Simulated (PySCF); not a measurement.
**Magnetisability: `[C@H]1(CF)C=CC1=S`, C5H5FS**

Geometry:
| atom | x (Å) | y (Å) | z (Å) |
| --- | --- | --- | --- |
| F1 | -2.021 | -1.277 | 0.904 |
| C2 | -1.497 | -0.311 | 0.082 |
| C3 | -0.107 | 0.086 | 0.552 |
| C4 | 1.051 | -0.815 | 0.165 |
| C5 | 1.656 | 0.119 | -0.593 |
| C6 | 0.618 | 1.101 | -0.348 |
| S7 | 0.273 | 2.596 | -0.836 |
| H8 | -1.474 | -0.728 | -0.930 |
| H9 | -2.175 | 0.548 | 0.122 |
| H10 | -0.144 | 0.360 | 1.608 |
| H11 | 1.262 | -1.837 | 0.419 |
| H12 | 2.559 | 0.156 | -1.171 |

Method used: GIAO wB97X-D/pcSseg-1 magnetisability, rotational g tensor and spin-rotation constants, non-relativistic, gas phase in PySCF 2.14.0. Geometry: GFN2-xTB.

What are the magnetisability and the molar susceptibility?

Isotropic -861 × 10⁻³⁰ J/T², or -51.9 × 10⁻⁶ cm³/mol; principal values -1111, -874, -599 × 10⁻³⁰ J/T², anisotropy 444 × 10⁻³⁰ J/T² (root of half the summed squared differences of the principal values). The susceptibility is in cgs units.

Split it along the inertial axes a, b, c into diamagnetic and paramagnetic parts about the centre of mass, with the quadrupole moment.


| axis | χ (10⁻⁶ cm³/mol) | diamagnetic (10⁻⁶ cm³/mol) | paramagnetic (10⁻⁶ cm³/mol) | summed x² of all electrons (Å²) | quadrupole Θ (D Å) |
| --- | --- | --- | --- | --- | --- |
| a | -47.1 | -397.8 | 350.7 | 180.8 | -11.75 |
| b | -43.5 | -839.6 | 796.1 | 76.7 | +8.13 |
| c | -65.0 | -1092.5 | 1027.5 | 17.1 | +3.63 |

Anisotropies 2χaa − χbb − χcc = +14.3 and 2χbb − χaa − χcc = +25.2 × 10⁻⁶ cm³/mol. Θ is traceless in Buckingham's convention.

And the rotational g tensor?


```
axis  rotational constant (GHz)        g  nuclear part  electronic part
   a                     3.8730  -0.0604        0.5777          -0.6381
   b                     1.4543  -0.0331        0.5107          -0.5439
   c                     1.1027  -0.0126        0.5197          -0.5323
```
Asymmetric top; isotopes 12C, 19F, 1H, 32S; no vibrational averaging.
